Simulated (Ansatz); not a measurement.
Ga₃Sb₂⁺. The state is a singlet with charge 1. Geometry r2SCAN-D4/def2-SVP, basis def2-TZVP, Ansatz.

Cartesian coordinates in Å:
```
Ga 0.076 -1.118 -1.154
Ga -0.770 -0.512 1.314
Ga 0.688 1.618 -0.159
Sb 1.876 -0.712 0.818
Sb -1.871 0.725 -0.819
```

| run | HOMO (eV) | LUMO (eV) |
| --- | --- | --- |
| A | -9.66 | -9.07 |
| B | -9.44 | -8.82 |
| C | -10.05 | -8.23 |
| D | -9.64 | -8.89 |

In the def2 sets Sb takes a core potential; there is no spin–orbit coupling. Another isomer (singlet) lies 0.53 eV lower at PBE0-D4/def2-TZVP; other spin states weren't run for this one.

The runs used LDA (SPW92), PBE, PBE0, r2SCAN. Estimate which is which.

A LDA (SPW92) (0 % exact exchange); B PBE (0 % exact exchange); C PBE0 (25 % exact exchange); D r2SCAN (0 % exact exchange). Exact exchange lowers occupied and raises empty levels; among semilocal functionals meta-GGAs tend to open the gap a little, and such runs are hard to tell apart. The gap grows from 0.59 eV (LDA (SPW92)) to 1.82 eV (PBE0). The restricted singlet is unstable towards broken spin symmetry in Hartree–Fock (as tested in another run); at LDA (SPW92)/def2-TZVP, PBE-D4/def2-TZVP, PBE0-D4/def2-TZVP, r2SCAN-D4/def2-TZVP this wasn't settled.
